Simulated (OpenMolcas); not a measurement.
## Ta3+: effect of the metal basis

Ta3+ with its 8 nearest fluoride ions at 2.232 Å, on the Ca site of CaF2 (a = 5.46294 Å, distance in the model lattice 2.366 Å). The rest of the host is ab initio model potentials to 7.6 Å and point charges beyond; the distance is set by hand and nothing relaxes, and no local charge compensation is placed.

```
Program             : OpenMolcas
Method              : CASSCF
Spin-orbit coupling : RASSI with atomic mean-field integrals over the reference wave functions
```

Fixed: ligand basis ANO-RCC-VDZP, active space 2 electrons in 5 orbitals (5d), DKH2 Hamiltonian.

States (labels of O, the rotations of Oh). Energies in cm-1 above the lowest state or level, χT in cm3 K/mol; 10Dq and B are least-squares fits to the states below 45000 cm-1, weighted by degeneracy, with a free offset, and given where the rms deviation is under 5 % of |10Dq| (or 100 cm-1) and under 700 cm-1; 10Dq is negative for this site.

```
Run   Metal basis  Ground state  First state of that spin    10Dq  B (rms of fit)  First gap with spin-orbit (degeneracies)  χT at 300 K  First state of another spin                     Cost
  A  ANO-RCC-VDZP           3A2                 3T2 19870  -19788        663 (56)                               9614 (3, 2)        0.624                     1E 10345  roughly 40 core-seconds
  B  ANO-RCC-VTZP           3A2                 3T2 19084  -19094        681 (40)                               9748 (3, 2)        0.626                     1E 10517  roughly 60 core-seconds
```

Against A, |10Dq| changes by -3.5 % in B.

Costs are those of the RASSCF and RASSI steps.

Without dynamic correlation the repulsion within the d shell is too large (B by tens of per cent), so at a given field states of lower spin stand too high. With metal d orbitals alone the field can be off either way by tens of per cent. Ligand-to-metal charge-transfer states are missing. With no ligand orbital active B as a rule stays too high, so bands that hang on it stand too high and its fall with covalency is understated. No measured value stands beside these numbers; the geometry was set by hand and not optimised.
